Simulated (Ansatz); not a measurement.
C$_{2}$H$_{6}$S$_{2}$Si (`CS[Si]SC`), relaxed with RKS PBE0-D4/def2-TZVP in the Gaussian-basis code of Ansatz from a PBE-D4/def2-SVP geometry. The force threshold is 0.005 eV/Å; the program also tests the step.

The species carries charge 0 and has multiplicity 1.

Start:

```xyz
11

C    -0.870   -1.354   -0.327
S     0.325   -1.254   -1.720
Si    0.743    0.801   -2.296
S     0.402    2.040   -0.542
C     0.644    1.111    1.025
H    -1.564   -2.180   -0.573
H    -1.440   -0.411   -0.235
H    -0.358   -1.582    0.627
H     1.209    1.782    1.700
H    -0.324    0.855    1.495
H     1.233    0.192    0.846
```

```csv
step,energy (eV),largest force (eV/Å),largest move (Å)
1,-31709.2538,0.568,0.000
2,-31709.3058,0.213,0.053
3,-31709.3084,0.158,0.071
4,-31709.3130,0.186,0.050
5,-31709.3138,0.104,0.032
6,-31709.3147,0.041,0.017
7,-31709.3150,0.005,0.012
8,-31709.3150,0.002,0.007
9,-31709.3150,0.003,0.007
```

End:

```xyz
11

C    -0.855   -1.352   -0.320
S     0.258   -1.222   -1.748
Si    0.735    0.793   -2.274
S     0.483    2.021   -0.544
C     0.629    1.108    1.018
H    -1.545   -2.166   -0.542
H    -1.417   -0.430   -0.190
H    -0.304   -1.590    0.589
H     1.169    1.761    1.704
H    -0.350    0.883    1.436
H     1.197    0.192    0.871
```

It took 32 s on 4 threads of a server CPU on a shared host, with 0.67 GiB of host memory at the peak.
